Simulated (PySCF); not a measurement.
AsO2: from structure and modes to constants

All numbers come from UPBE0/[As def2-TZVP, O def2-TZVP], no relativity, density fitting, PySCF.

The doublet minimum has C2v symmetry. Masses (u): As 74.92160, O 15.99492.

```xyz
3
charge 0 multiplicity 2, angstrom
As    0.0000    0.0000   -0.2193
O     1.4517    0.0000    0.5139
O    -1.4517    0.0000    0.5139
```

Harmonic wavenumbers (cm⁻¹): 281.6 (a1, ×1), 894.4 (b2, ×1), 917.4 (a1, ×1).

**Question.** Find the principal moments of inertia and the rotational constants. What kind of rotor is it?

**Answer.** About the centre of mass I = 12.05, 67.418, 79.468 u Å². With B = 16.8576/I this gives 1.399, 0.25, 0.2121 cm⁻¹. The molecule is an asymmetric top with κ = -0.94.

**Question.** What is the harmonic zero-point energy?

**Answer.** Half the sum of all 3 wavenumbers, 2093/2 = 1047 cm⁻¹, which is 12.5 kJ/mol (1 cm⁻¹ = 0.0119627 kJ/mol).

**Question.** Give the standard entropy (298.15 K, 1 bar) by its translational, rotational, vibrational and spin parts, and Cp.

**Answer.** Sackur–Tetrode with M = 106.91 u gives 167.1; rotation with symmetry number 2 gives 88.8; vibration 7.5; spin R ln 2 = 5.8. The total is 269.2 J/(mol K), and Cp = 4 R + 11.3 = 44.5 J/(mol K).

Other isomers or separated fragments may lie lower.
